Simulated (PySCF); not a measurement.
Species: C4H9ClO2S.
Atom-mapped SMILES: `[CH3:1][C:2]([CH3:3])([CH3:4])[S:5](=[O:6])(=[O:7])[Cl:8]` (hydrogens: H9, H10, H11 on C1; H12, H13, H14 on C3; H15, H16, H17 on C4)

All values: PBE0/def2-SVPD (PySCF, non-relativistic), on one gas-phase PBE0-D3(BJ)/def2-SVP geometry that isn't relaxed in the solvent. The solvent is an IEF-PCM continuum (Bondi radii, 1.10 Å for H, scaled by 1.2), and excitations are vertical TDDFT with non-equilibrium linear response and a frozen core. Specific hydrogen bonds and non-electrostatic terms are outside this model.

```csv
run,E − E(gas) (kcal/mol),HOMO (eV),HOMO–LUMO gap (eV),dipole (D),lowest singlet (eV),static polarisability (au)
gas,0.00,-9.02,7.04,4.66,5.40,91.6
P,-4.75,-9.14,7.10,5.76,5.46,115.6
Q,-2.99,-9.09,7.08,5.33,5.44,105.7
```

**Question.** The runs were made in benzene and chloroform. Which run belongs to which solvent?

**Answer.** P = chloroform, Q = benzene. The dielectric constants are 2.271 (benzene), 4.711 (chloroform), and the energy falls further as ε rises. The optical constants n² used for the excitations are 2.25, 2.09 in the same order. In this model the ground state sees the solvent through ε alone.

**Question.** How constant is the ratio of the lowering to (ε − 1)/(2ε + 1)?

**Answer.** 
```tsv
solvent	(ε − 1)/(2ε + 1)	E − E(gas) (kcal/mol)	ratio (kcal/mol)	polarisation term (kcal/mol)
benzene	0.229	-2.99	-13.1	-3.28
chloroform	0.356	-4.75	-13.3	-5.50
```

The ratio changes by +2.2 % in size from benzene to chloroform. The polarisation term is half the interaction of the solute with the induced surface charges.

Time: 47 s of wall time; peak memory 1.2 GiB. Hardware: an Arm Neoverse V1 with one thread, on a shared host. This is the whole response run at PBE0/def2-SVPD in chloroform, SCF included.

Conformer computed: `[CH3:1][C:2]([CH3:3])([CH3:4])[S:5](=[O:6])(=[O:7])[Cl:8]`: C1–C2–S5–O6 175°.
